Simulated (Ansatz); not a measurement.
Cartesian coordinates (Å):
SMILES: N#CC1=C[SiH2]C=C1
```xyz
12

N      3.5764     0.1510    -0.2278
C      2.4216     0.0664    -0.1410
C      0.9922    -0.0176    -0.0413
C      0.3340    -1.1229     0.3981
Si    -1.5070    -0.7238     0.3395
C     -1.1820     1.0076    -0.3148
C      0.1535     1.1566    -0.4341
H      0.8647    -2.0249     0.7053
H     -2.1568    -0.7622     1.6801
H     -2.2662    -1.6017    -0.5953
H     -1.8781     1.8067    -0.5760
H      0.6476     2.0647    -0.7929
```
Charge 0, spin multiplicity 1.

Level of theory: Ansatz (a quantum-chemistry and plane-wave program) with frozen-core CCSD(T)/cc-pVTZ // B3LYP-D3(BJ)/def2-SVP. The restricted HF reference is unstable towards unrestricted orbitals.

```yaml
HF energy: -535.68235 Ha
MP2 correlation energy: -1.07795 Ha
```

**Question.** Estimate the CCSD correlation energy, the (T) correction, the total energy and the T1 diagnostic.

**Answer.** 
| Quantity | Value |
|---|---|
| CCSD correlation energy | -1.10882 Ha |
| (T) correction | -0.06049 Ha |
| CCSD(T) total energy | -536.85165 Ha |
| T1 diagnostic | 0.014 |
